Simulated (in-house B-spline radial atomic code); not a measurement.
Ionising Ta36+ with different functionals

Computed with a B-spline radial code for spherical atoms: scalar-relativistic (spin-free X2C) Hamiltonian, Fermi nucleus of rms radius 5.3507 fm, spin-polarised at highest spin, spherical fractional occupations for the functionals. The ionisation energy is the difference of two self-consistent energies, [Kr] 4d1 → [Ar] 3d10 4s2 4p6, without Breit or QED terms; ε is the level of the shell that loses the electron (its least bound occupied spin orbital). There is no spin-orbit coupling in this Hamiltonian.

Hybrids are left out here: with spherical fractional occupations of an open shell their exact exchange keeps a self-interaction that integer-occupation calculations don't have.

```json
{"method": "LDA PW92", "rung": "LDA", "ΔSCF (eV)": "?", "-ε(4d) (eV)": "?"}
{"method": "AM05", "rung": "GGA", "ΔSCF (eV)": "1534.46", "-ε(4d) (eV)": "1508.20"}
{"method": "BP86", "rung": "GGA", "ΔSCF (eV)": "1534.51", "-ε(4d) (eV)": "1508.30"}
{"method": "BLYP", "rung": "GGA", "ΔSCF (eV)": "?", "-ε(4d) (eV)": "?"}
```

**Question.** What does BLYP give?

**Answer.** ΔSCF 1534.18 eV, and -ε(4d) = 1507.98 eV.

**Question.** What does LDA PW92 give?

**Answer.** ΔSCF 1534.62 eV, and -ε(4d) = 1508.31 eV.

**Question.** How do they compare with the NIST value?

**Answer.** NIST lists 1542 eV ± 5 (tabulated theory, ground level to ground level). Errors run from -7.82 to -7.38 eV; all lie within about twice that uncertainty, so the table can't rank the methods.
